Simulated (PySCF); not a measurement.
Molecule: H₄NSi, SMILES [SiH3][NH], doublet. Atoms near the plane z = 0.0 Å, at the B3LYP/def2-SVP optimised geometry (x, y, z in Å): N1 (-1.1, 0.8, 0.0), Si2 (-0.4, -0.8, 0.0), H3 (-0.5, 1.6, 0.0), H6 (1.1, -0.8, 0.0).

Computed with PySCF with unrestricted B3LYP/def2-TZVP. Cells within 0.4 Å of a nucleus heavier than hydrogen are left out (blank, or x). The values are rescaled to run from 0 to 1.

```
|33333333344444444444444444444|
|33333333344444444444444444444|
|33333333344444444444444444444|
|33333333344455555444444444444|
|33332233344556655544444444444|
|32222222345677765554444444444|
|22222222346999976554444444444|
|22221111248999997555444444444|
|22211001379999997655444444444|
|22210001799999997554444444444|
|2211000399x999986554444444444|
|221100069xxx99976554444444444|
|222100069xxx99987554444444444|
|22211014999999999654444444443|
|22221124999999999976544433333|
|32222234899999999999754433333|
|333233469999xx999999954433333|
|333333479999xxx99999964433333|
|333334569999xx999999954333333|
|33333446899999999999644333333|
|33333445699999999865443333333|
|33333344569999999654433333333|
|33333344456799987544433333333|
|33333334445566665544443333333|
|33333333444455555444443333333|
|33333333344444444444443333333|
|33333333334444444444443333333|
|33333333333444444444443333333|
|33333333333444444444433333333|
```
Scale: ten equal steps from 0.000 (start of '0') to 1.00 (end of '9'), in the order '0123456789'; x runs from -4.00 to 4.00, y from -4.00 (bottom) to 4.00 (top).

Question: Which quantity is mapped?
A. spin density
B. electrostatic potential
C. deformation density (molecule minus spherical neutral atoms)
D. log10 of the electron density

Answer: B, electrostatic potential. In full: electrostatic potential (hartree/e), clipped to [-0.08, 0.12].
